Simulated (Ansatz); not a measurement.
A run on C2H4ClFSi, SMILES `F[C@H]1[SiH2][C@@H]1Cl` with other settings.

```yaml
crystal:
  periodic: [false, false, false]
  atoms:
    - {symbol: F, position_ang: [-1.573997, -1.029030, 0.940048]}
    - {symbol: C, position_ang: [-0.471557, -0.240596, 0.773787]}
    - {symbol: Si, position_ang: [1.004418, -0.571264, -0.330463]}
    - {symbol: C, position_ang: [-0.419484, 0.631277, -0.454418]}
    - {symbol: Cl, position_ang: [-0.423027, 2.380959, -0.290893]}
    - {symbol: H, position_ang: [-0.219624, 0.284062, 1.694933]}
    - {symbol: H, position_ang: [2.321567, -0.145701, 0.182261]}
    - {symbol: H, position_ang: [1.003834, -1.664542, -1.322381]}
    - {symbol: H, position_ang: [-1.133631, 0.308534, -1.209976]}
basis:
  gaussian: {orbitals: def2-SVP}
hamiltonian: {xc: {name: LC-wPBE}}
scf: {lower_state_search: off}
output: {forces: true}
```

```sh
$ ansatz run in.yaml --threads 4 --pin off --events-out ev --progress --plain --max-ram 10444MiB
```

Output, abridged:

```
Functional definition: LC-wPBE
1087 factors; their error is unknown
352 factors; integrals over basis functions are off by at most 1.3e-5 eV
mean field evaluation 1: about -25234.0647 eV, gradient 2.6e1 eV
mean field evaluation 2: about -25235.0432 eV, gradient 1.9e1 eV
mean field evaluation 4: about -25235.6897 eV, gradient 1.1e0 eV
mean field evaluation 8: about -25235.6161 eV, gradient 5.5e-2 eV
mean field evaluation 16: about -25235.6161 eV, gradient 1.5e-4 eV
mean field -25235.61608884 eV, -927.3917859499 hartree, gradient 6.1e-6 eV, S^2 0.000000; 0 other end points of the search recorded, 0 dependent functions left out
reference -25235.61608884 eV, -927.3917859501 hartree; 28, 28 occupied and 70, 70 virtual orbitals, 1087 factors
Total energy: -25235.61608884 eV, -927.3917859501 hartree
Atom 0 at    -1.573997    -1.029030     0.940048 Å, force     0.185084     0.046057    -0.057713 eV/Å
Atom 1 at    -0.471557    -0.240596     0.773787 Å, force    -0.220557    -0.342286    -0.261118 eV/Å
Atom 2 at     1.004418    -0.571264    -0.330463 Å, force    -0.143152     0.045830     0.059761 eV/Å
Atom 3 at    -0.419484     0.631277    -0.454418 Å, force     0.270720     0.265487     0.197379 eV/Å
Atom 4 at    -0.423027     2.380959    -0.290893 Å, force     0.043172    -0.104370    -0.009360 eV/Å
Atom 5 at    -0.219624     0.284062     1.694933 Å, force     0.079204     0.217494     0.259296 eV/Å
Atom 6 at     2.321567    -0.145701     0.182261 Å, force     0.026111     0.020778     0.006474 eV/Å
Atom 7 at     1.003834    -1.664542    -1.322381 Å, force    -0.007712    -0.027761    -0.013080 eV/Å
Atom 8 at    -1.133631     0.308534    -1.209976 Å, force    -0.232870    -0.121229    -0.181639 eV/Å
Dipole moment:     0.378382    -0.233565    -0.111596 e Å
Checks for a lower state left out: stability, starts, cluster_reference, orbital_swaps, neighbouring_geometries, increment
```

It took 1.1 s on 4 threads of a server CPU on a shared host, with 0.45 GiB of host memory at the peak.
